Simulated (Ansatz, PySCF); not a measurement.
Process, species as SMILES: [SiH3]N[Si](Cl)(Cl)Cl + 5 [H][H] (H2) → 3 Cl (HCl) + N (NH3) + 2 [SiH4] (SiH4)
Geometries: B3LYP-D3(BJ)/def2-TZVP minima from Ansatz (a quantum-chemistry and plane-wave program), one conformer each, not searched for the lowest. Frequencies are from Ansatz or PySCF.

Wanted: energy of full hydrogenation (enthalpy at 298 K, with B3LYP-D3(BJ) rigid-rotor harmonic-oscillator terms), in kcal/mol. Correlated levels leave the core frozen unless marked. No spin-orbit coupling. Non-relativistic. Basis-set limits of correlation are two-point, X^-3; Hartree-Fock from the larger set.

```csv
level,program,energy of full hydrogenation (kcal/mol),minus last row
HF/STO-3G,Ansatz,93.8,9.1
HF/cc-pV(T+d)Z,Ansatz,64.4,-20.3
r2SCAN/def2-TZVPD,Ansatz,85.1,0.4
B97M-V/def2-TZVPD,Ansatz,80.0,-4.7
B3LYP-D3(BJ)/def2-TZVPD,Ansatz + dftd3,80.6,-4.1
r2SCAN0/def2-TZVPD,Ansatz,82.5,-2.2
HSE06/def2-TZVPD,Ansatz,73.5,-11.2
MP2/6-31G,Ansatz,63.9,-20.8
SCS-MP2/cc-pV(T+d)Z,Ansatz,82.3,-2.4
"CCSD(T)/CBS(cc-pV(T+d)Z,cc-pV(Q+d)Z)",Ansatz,84.7,0.0
```
